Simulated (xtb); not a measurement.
Computed with xtb with GFN2-xTB.

```
xtb start.xyz --ohess tight --gfn 2 --chrg 0 --uhf 0 --iterations 400

# start.xyz
3

Se    -0.002634     0.595249     0.000000
H      1.245049    -0.296692     0.000000
H     -1.242415    -0.298558     0.000000
```

Output:

```
[...]
.............................. CYCLE    2 ..............................
 * total energy  :    -4.1746243 Eh     change       -0.5501395E-02 Eh
   gradient norm :     0.0464367 Eh/α   predicted    -0.1545690E-01 ( 180.96%)
.............................. CYCLE    3 ..............................
 * total energy  :    -4.1793906 Eh     change       -0.4766258E-02 Eh
   gradient norm :     0.0008959 Eh/α   predicted    -0.4665984E-02 (  -2.10%)
.............................. CYCLE    4 ..............................
 * total energy  :    -4.1793931 Eh     change       -0.2466446E-05 Eh
   gradient norm :     0.0004205 Eh/α   predicted    -0.3242248E-05 (  31.45%)
.............................. CYCLE    5 ..............................
 * total energy  :    -4.1793938 Eh     change       -0.7963547E-06 Eh
   gradient norm :     0.0000131 Eh/α   predicted    -0.5305193E-06 ( -33.38%)
   *** GEOMETRY OPTIMIZATION CONVERGED AFTER 5 ITERATIONS ***
  Final Singlepoint                |
           -------------------------------------------------

          ...................................................
          :                      SETUP                      :
          :.................................................:
          :  # basis functions                  12          :
          :  # atomic orbitals                  11          :
          :  # shells                            5          :
          :  # electrons                         8          :
          :  max. iterations                   400          :
          :  Hamiltonian                  GFN2-xTB          :
          :  restarted?                      false          :
          :  GBSA solvation                  false          :
          :  PC potential                    false          :
          :  electronic temp.          300.0000000     K    :
          :  accuracy                    1.0000000          :
          :  -> integral cutoff          0.2500000E+02      :
          :  -> integral neglect         0.1000000E-07      :
          :  -> SCF convergence          0.1000000E-05 Eh   :
          :  -> wf. convergence          0.1000000E-03 e    :
          :  Broyden damping             0.4000000          :
          :  net charge                          0          :
          :  unpaired electrons                  0          :
          ...................................................

 iter      E             dE          RMSdq      gap      omega  full diag
   1     -4.1932491 -0.419325E+01  0.176E-05    4.37       0.0  T
   2     -4.1932491 -0.621725E-14  0.103E-05    4.37    5590.1  T
   3     -4.1932491  0.444089E-14  0.434E-07    4.37  100000.0  T

   *** convergence criteria satisfied after 3 iterations ***

         #    Occupation            Energy/Eh            Energy/eV
      -------------------------------------------------------------
         1        2.0000           -0.7565393             -20.5865
         2        2.0000           -0.4949961             -13.4695
         3        2.0000           -0.4748157             -12.9204
         4        2.0000           -0.3922363             -10.6733 (HOMO)
         5                         -0.2316878              -6.3045 (LUMO)
         6                         -0.1348694              -3.6700
         7                         -0.0400053              -1.0886
         8                         -0.0245206              -0.6672
         9                         -0.0185770              -0.5055
       ...                                ...                  ...
        11                          0.9640121              26.2321
      -------------------------------------------------------------
                  HL-Gap            0.1605484 Eh            4.3687 eV
             Fermi-level           -0.3119621 Eh           -8.4889 eV


         :::::::::::::::::::::::::::::::::::::::::::::::::::::
         ::                     SUMMARY                     ::
         :::::::::::::::::::::::::::::::::::::::::::::::::::::
         :: total energy              -4.179393848035 Eh    ::
         :: gradient norm              0.000013234071 Eh/a0 ::
         :: HOMO-LUMO gap              4.368745157471 eV    ::
         ::.................................................::
         :: SCC energy                -4.193249122254 Eh    ::
         :: -> isotropic ES            0.003602821519 Eh    ::
         :: -> anisotropic ES          0.000371982498 Eh    ::
         :: -> anisotropic XC          0.001664261339 Eh    ::
         :: -> dispersion             -0.000384065119 Eh    ::
         :: repulsion energy           0.013855274219 Eh    ::
         :: add. restraining           0.000000000000 Eh    ::
         :: total charge               0.000000000000 e     ::
         :::::::::::::::::::::::::::::::::::::::::::::::::::::

           -------------------------------------------------
          |                Numerical Hessian                |
           -------------------------------------------------
step length          :   0.00500
SCC accuracy         :   0.30000
Hessian scale factor :   1.00000
frozen atoms in %    :   0.00000    0
RMS gradient         :   0.00001
estimated CPU  time      0.00 min
estimated wall time      0.00 min

writing file <hessian>.

 projected vibrational frequencies (cm⁻¹)
eigval :       -0.00    -0.00     0.00     0.00     0.00     0.00
eigval :      988.36  2094.07  2120.79
           -------------------------------------------------
          |                Property Printout                |
           -------------------------------------------------

    * Orbital Energies and Occupations

         #    Occupation            Energy/Eh            Energy/eV
      -------------------------------------------------------------
         1        2.0000           -0.7565393             -20.5865
         2        2.0000           -0.4949961             -13.4695
         3        2.0000           -0.4748157             -12.9204
         4        2.0000           -0.3922363             -10.6733 (HOMO)
         5                         -0.2316878              -6.3045 (LUMO)
         6                         -0.1348694              -3.6700
         7                         -0.0400053              -1.0886
         8                         -0.0245206              -0.6672
         9                         -0.0185770              -0.5055
        10                          0.4317671              11.7490
        11                          0.9640121              26.2321
      -------------------------------------------------------------
                  HL-Gap            0.1605484 Eh            4.3687 eV
             Fermi-level           -0.3119621 Eh           -8.4889 eV

     #   Z          covCN         q      C6AA      α(0)
     1  34 Se       1.851    -0.321   246.742    27.372
     2   1 H        0.925     0.161     1.322     1.798
     3   1 H        0.925     0.161     1.322     1.798

 Mol. C6AA /au·bohr⁶  :        323.979958
 Mol. C8AA /au·bohr⁸  :      19730.329056
 Mol. α(0) /au        :         30.967158

Wiberg/Mayer (AO) data.
largest (>0.10) Wiberg bond orders for each atom

 ---------------------------------------------------------------------------
     #   Z sym  total        # sym  WBO       # sym  WBO       # sym  WBO
 ---------------------------------------------------------------------------
     1  34 Se   1.934 --     2 H    0.967     3 H    0.967
     2   1 H    0.974 --     1 Se   0.967
     3   1 H    0.974 --     1 Se   0.967
 ---------------------------------------------------------------------------

Topologies differ in total number of bonds
Writing topology from bond orders to xtbtopo.mol

molecular dipole:
                 x           y           z       tot (Debye)
 q only:        0.001      -0.610       0.000
   full:        0.001      -0.589       0.000       1.498
molecular quadrupole (traceless):
                xx          xy          yy          xz          yz          zz
 q only:        1.407       0.003      -0.993      -0.000       0.000      -0.414
  q+dip:        1.553       0.003      -0.710      -0.000      -0.000      -0.844
Molecule has the following symmetry elements: (C2) 2*(sigma)
It seems to be the C2v point group
   full:        2.427       0.004      -0.515      -0.000      -0.000      -1.912

           -------------------------------------------------
          |                Geometry Summary                 |
           -------------------------------------------------

      molecular mass/u    :       80.9752701
   center of mass at/Å    :       -0.0009407       0.6445829      -0.0000011
  moments of inertia/u·Å² :        0.1982961E+01   0.2132033E+01   0.4114994E+01
rotational constants/cm⁻¹ :        0.8501241E+01   0.7906835E+01   0.4096636E+01

 * 2 selected distances

     #   Z          #   Z                                           value/Å
     1  34 Se       2   1 H                                       1.4375184 (max)
     1  34 Se       3   1 H                                       1.4374783 (min)

 * 1 distinct bonds (by element types)

   Z      Z             #   av. dist./Å        max./Å        min./Å
   1 H   34 Se          2     1.4374983     1.4375184     1.4374783

           -------------------------------------------------
          |               Frequency Printout                |
           -------------------------------------------------
 projected vibrational frequencies (cm⁻¹)
eigval :       -0.00    -0.00     0.00     0.00     0.00     0.00
eigval :      988.36  2094.07  2120.79
 reduced masses (amu)
   1:  8.74   2: 78.96   3: 71.14   4: 74.68   5:  2.43   6:  1.01   7:  2.10   8:  1.85
   9:  2.01
 IR intensities (km·mol⁻¹)
   1: 19.48   2:  1.19   3:  1.94   4:  2.04   5: 22.91   6: 23.32   7: 65.61   8:326.68
   9:393.38
 Raman intensities (Ä⁴*amu⁻¹)
   1:  0.00   2:  0.00   3:  0.00   4:  0.00   5:  0.00   6:  0.00   7:  0.00   8:  0.00
   9:  0.00
 output can be read by thermo (or use thermo option).
 writing <g98.out> molden fake output.
 recommended (thermochemical) frequency scaling factor: 1.0
           -------------------------------------------------
          |             Thermodynamic Functions             |
           -------------------------------------------------

c2v symmetry found (for desy threshold:  0.10E+00) used in thermo

          ...................................................
          :                      SETUP                      :
          :.................................................:
          :  # frequencies                           3      :
          :  # imaginary freq.                       0      :
          :  linear?                             false      :
          :  only rotor calc.                    false      :
          :  symmetry                              c2v      :
          :  rotational number                       2      :
          :  scaling factor                  1.0000000      :
          :  rotor cutoff                   50.0000000 cm⁻¹ :
          :  imag. cutoff                  -20.0000000 cm⁻¹ :
          :.................................................:

    mode    ω/cm⁻¹     T·S(HO)/kcal·mol⁻¹    T·S(FR)/kcal·mol⁻¹   T·S(vib)
   ------------------------------------------------------------------------
   ------------------------------------------------------------------------

   temp. (K)  partition function   enthalpy   heat capacity  entropy
                                   cal/mol     cal/K/mol   cal/K/mol   J/K/mol
 298.15  VIB   1.01                   24.645      0.406      0.100
         ROT   159.                  888.752      2.981     13.058
         INT   161.                  913.397      3.387     13.158
         TR   0.705E+27             1481.254      4.968     39.071
         TOT                        2394.6510     8.3550    52.2290   218.5262

       T/K    H(0)-H(T)+PV         H(T)/Eh          T*S/Eh         G(T)/Eh
   ------------------------------------------------------------------------
    298.15    0.381612E-02    0.156699E-01    0.248157E-01   -0.914577E-02
   ------------------------------------------------------------------------

         :::::::::::::::::::::::::::::::::::::::::::::::::::::
         ::                  THERMODYNAMIC                  ::
         :::::::::::::::::::::::::::::::::::::::::::::::::::::
         :: total free energy          -4.188539614986 Eh   ::
         ::.................................................::
         :: total energy               -4.179393848035 Eh   ::
         :: zero point energy           0.011853804936 Eh   ::
         :: G(RRHO) w/o ZPVE           -0.020999571887 Eh   ::
         :: G(RRHO) contrib.           -0.009145766951 Eh   ::
         :::::::::::::::::::::::::::::::::::::::::::::::::::::

optimized geometry written to: xtbopt.xyz

           -------------------------------------------------
          | TOTAL ENERGY               -4.179393848035 Eh   |
          | TOTAL ENTHALPY             -4.163723923820 Eh   |
          | TOTAL FREE ENERGY          -4.188539614986 Eh   |
          | GRADIENT NORM               0.000013232438 Eh/α |
          | HOMO-LUMO GAP               4.368745161237 eV   |
           -------------------------------------------------

------------------------------------------------------------------------
```

Cost: around 0.08 core-seconds (rough).
